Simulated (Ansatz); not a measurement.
Isolated molecules relaxed with PBE0-D4/def2-TZVP in Ansatz; ΔE leaves out vibrations. CCSD(T)/CBS is the MP2 limit (def2-TZVPP, def2-QZVPP) plus CCSD(T) − MP2 in def2-TZVPP, frozen cores. This one scheme is used for every species, atoms too. Functionals use def2-TZVPP. B3LYP here is the variant with VWN-RPA as its local correlation; programs differ in this. Open shells (•) are unrestricted, without spin–orbit coupling. Spin–orbit coupling would lower the free atoms: a little for F. Elements past krypton have def2 core potentials. Bonds to Sn are less sure, by a few kJ/mol each and by 10 to 20 or more in all where they break to atoms, as the def2 sets lack core-valence functions.

`[Cl][SnH]([Cl])[Cl]` + F• → `[Cl][Sn]([Cl])[Cl]`• + H–F  (hydrogen abstraction from the Sn–H bond)

| level | ΔE (kcal/mol) |
| --- | --- |
| BLYP-D4 | -75.2 |
| PBE0-D4 | -67.0 |
| B3LYP | -70.0 |
| CAM-B3LYP | -67.5 |
| MP2/def2-SVP | -62.5 |
| CCSD/def2-SVP | -56.3 |
| CCSD(T)/def2-SVP | -57.1 |
| HF/def2-TZVPP | -39.5 |

Question: What does CCSD(T)/CBS give? (Best estimate.)

Answer: The calculation gave: -66.5 kcal/mol. The listed levels differ from it by -8.7, -0.5, -3.5, -1.0, 4.0, 10.2, 9.4, 27.0 kcal/mol.

Largest T1 diagnostic among the species: 0.015.

From BLYP to BHLYP (50 % exact exchange), in def2-TZVPP and without D4, ΔE moves by +16.3 kcal/mol. In def2-TZVPP, CCSD(T) changes the Hartree–Fock value by −24.1 kcal/mol (the triples alone add −1.9 kcal/mol) and MP2 by −30.4 kcal/mol. At CCSD(T), def2-SVP lies +9.4 kcal/mol from the extrapolated value and def2-TZVPP +2.9 kcal/mol.

CCSD(T)/CBS has its own doubt, a few kJ/mol and more with outer-core shells, so smaller differences from it don't rank the levels.
